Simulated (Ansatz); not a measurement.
Consider the atomization: `CSB(O)CF` → B• + 2 C• + F• + 6 H• + O• + S•.

Computed with Ansatz on PBE0-D4/def2-TZVP structures; ΔE is electronic, products minus reactants. CCSD(T)/CBS adds triple-zeta CCSD(T) − MP2 to the extrapolated MP2 energy (def2 sets, frozen cores). This one scheme is used for every species, atoms too. Functionals use def2-TZVPP. B3LYP here is the variant with VWN-RPA as its local correlation; programs differ in this. No spin–orbit coupling; open shells (•) take unrestricted orbitals. Spin–orbit coupling would lower the free atoms: a little for B, C, F, O, S. Each species was taken in one conformer, which may not be the lowest.

`CSB(O)CF`:

Cartesian coordinates in Å:
```
C -0.971 0.973 1.335
S -1.176 -0.741 0.795
B 0.084 -0.955 -0.488
O 0.209 -2.148 -1.114
C 1.052 0.222 -0.901
F 1.945 -0.143 -1.893
H -1.146 1.669 0.516
H -1.718 1.148 2.108
H 0.018 1.138 1.761
H -0.408 -2.824 -0.819
H 1.631 0.574 -0.037
H 0.481 1.087 -1.262
```

```json
{"level": "B3LYP-D4", "ΔE (kJ/mol)": "4688.1"}
{"level": "PBE", "ΔE (kJ/mol)": "4792.6"}
{"level": "CCSD/def2-TZVPP", "ΔE (kJ/mol)": "4491.2"}
{"level": "MP2/CBS(def2)", "ΔE (kJ/mol)": "4793.2"}
```

(1) What does CCSD(T)/CBS give? (An estimate is asked.)

Largest T1 diagnostic among the species: 0.014.

Results:

(1) Computed: +4685.0 kJ/mol. The listed levels differ from it by 3.1, 107.6, -193.8, 108.2 kJ/mol.

The D4 term adds +39.5 kJ/mol with B3LYP and +20.8 kJ/mol with PBE0; it sums over pairs of atoms, weighted by their polarisabilities, and B3LYP, whose exchange is more repulsive, gets the larger term. In def2-TZVPP, CCSD(T) changes the Hartree–Fock value by +1135.8 kJ/mol (the triples alone add +74.2 kJ/mol) and MP2 by +1244.0 kJ/mol; breaking electron pairs costs correlation energy, which Hartree–Fock lacks.

For atomizations the MP2-based limit and the directly extrapolated one differ by several kJ/mol either way, and by 10 to 25 for some Ge, Se and Sn compounds, so smaller differences from it don't rank the levels.
